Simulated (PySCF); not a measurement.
## Cost of excited-state runs on `CCC1=CCC[C@@H]1O`, C₇H₁₂O

Geometry:
```
atom   x (Å)   y (Å)   z (Å)
  C1   2.581  -0.285   0.293
  C2   1.636   0.711  -0.382
  C3   0.235   0.194  -0.414
  C4  -0.426  -0.316  -1.443
  C5  -1.829  -0.719  -1.104
  C6  -1.901  -0.539   0.422
  C7  -0.648   0.276   0.815
  O8  -0.938   1.616   1.160
  H9   3.601   0.092   0.276
 H10   2.554  -1.240  -0.225
 H11   2.291  -0.447   1.329
 H12   1.978   0.901  -1.402
 H13   1.651   1.653   0.172
 H14  -0.035  -0.443  -2.439
 H15  -2.548  -0.081  -1.629
 H16  -2.033  -1.748  -1.403
 H17  -2.804  -0.020   0.740
 H18  -1.878  -1.509   0.917
 H19  -0.161  -0.129   1.706
 H20  -1.330   2.046   0.392
```

PySCF with density fitting, on 1 thread of an Arm Neoverse V1, shared host. Command: `OMP_NUM_THREADS=1 python excited_run.py task.json out`

Task: How long does each of these runs take, and how much memory?
- magnetisability and related constants, B3LYP/def2-SVP; SCF tolerance 1e-06 Eh; damping 0.2
- magnetisability and related constants, KT3/pcSseg-1; isotopologues

Result: 
```csv
run,level,basis functions,wall time,peak memory (GiB)
magnetisability and related constants,B3LYP/def2-SVP,172,33 s,0.8
magnetisability and related constants,KT3/pcSseg-1,196,53 s,0.71
```
Times from a shared host are rough.
